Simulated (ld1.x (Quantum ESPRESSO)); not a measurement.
What the settings do to the ultrasoft potential of Ru (Z = 44)

Base potential:

ruthenium (Ru), ultrasoft, made with ld1.x (Quantum ESPRESSO) 7.5 (PBE, scalar-relativistic). Core [Ar] 3d10, reference 4s2 4p6 4d7 5s1 5p0. Waves: 4s (bound): rcut 1.30, rcutus 1.55 bohr; 5s (bound): rcut 1.30, rcutus 1.55 bohr; 4p (bound): rcut 1.50, rcutus 1.70 bohr; 5p (bound, empty): rcut 1.50, rcutus 1.70 bohr; 4d (bound): rcut 1.70, rcutus 1.80 bohr; 4d channel at 0.05 Ry: rcut 1.70, rcutus 1.80 bohr. Local part: all-electron potential smoothed inside 1.50 bohr (lloc = -2). Core correction: none. Augmentation charge: built from norm-conserving waves at rcut, not smoothed further.

All-electron outer shells of the reference configuration (PBE, scalar-relativistic, ld1.x):

| shell | level (eV) | outermost node (bohr) | outermost maximum (bohr) |
| --- | --- | --- | --- |
| 3p | -447.22 | 0.16 | 0.36 |
| 3d | -273.12 | – | 0.30 |
| 4s | -76.37 | 0.48 | 0.92 |
| 4p | -46.42 | 0.49 | 0.98 |
| 4d | -5.20 | 0.48 | 1.21 |
| 5s | -4.24 | 1.24 | 2.73 |
| 5p | -0.91 | 1.41 | 3.97 |

Cutoffs, loose and tight: the cutoffs (Ry, on a coarse ladder) from which the occupation-weighted sum of valence levels, in a spherical-Bessel basis at the reference potential, stays within 10 and 1 mRy of its value at 400 Ry. They do not see the model core or the augmentation charge, which bear on the density cutoff. Test errors are all-electron minus pseudo excitation energies from the reference, over the configurations 4s2 4p6 4d7 5s0 5p0; 4s2 4p6 4d6 5s0 5p0; 4s2 4p6 4d5 5s0 5p0; 4s1 4p6 4d7 5s1 5p0; 4s2 4p6 4d7.5 5s0.5 5p0; 4s2 4p6 4d6 5s2 5p0; 4s2 4p5 4d7 5s1 5p0. A dash means not determined; rows that change the core or the reference have their own tests.

Cutoffs are not given where the Bessel-basis levels miss the radial ones by over 6 mRy, ghosts where they miss by over 20 mRy; a channel whose overlap is not positive is not tested.

```csv
change,outcome,bound ghosts,largest test error (meV)
base,"generated, misses its reference levels by 0.94 eV",not determined,test run stopped at test 1 of 7 (negative rho)
core correction a·sin(br)/r model core inside 0.66 bohr,"generated, misses its reference levels by 0.93 eV",not determined,-1993
core correction a·sin(br)/r model core inside 0.82 bohr,"generated, misses its reference levels by 0.93 eV",not determined,-1992
core correction a·sin(br)/r model core inside 1.06 bohr,"generated, misses its reference levels by 0.93 eV",not determined,test run stopped at test 1 of 7 (negative rho)
core correction a·sin(br)/r model core inside 1.26 bohr,"generated, misses its reference levels by 0.94 eV",not determined,test run stopped at test 1 of 7 (negative rho)
core correction a·sin(br)/r model core inside 1.42 bohr,"generated, misses its reference levels by 0.94 eV",not determined,test run stopped at test 1 of 7 (negative rho)
core correction a·sin(br)/r model core inside 1.56 bohr,"generated, misses its reference levels by 0.94 eV",not determined,test run stopped at test 1 of 7 (negative rho)
core correction a·sin(br)/r model core inside 1.74 bohr,"generated, misses its reference levels by 0.94 eV",not determined,test run stopped at test 1 of 7 (negative rho)
core correction a·sin(br)/r model core inside 1.90 bohr,"generated, misses its reference levels by 0.94 eV",not determined,test run stopped at test 1 of 7 (negative rho)
```

**Question.** What comes out with this change to the base: core correction a·sin(br)/r model core inside 0.88 bohr?

**Answer.** outcome: generated, misses its reference levels by 0.92 eV; bound ghosts: not determined; largest test error (meV): -1989.
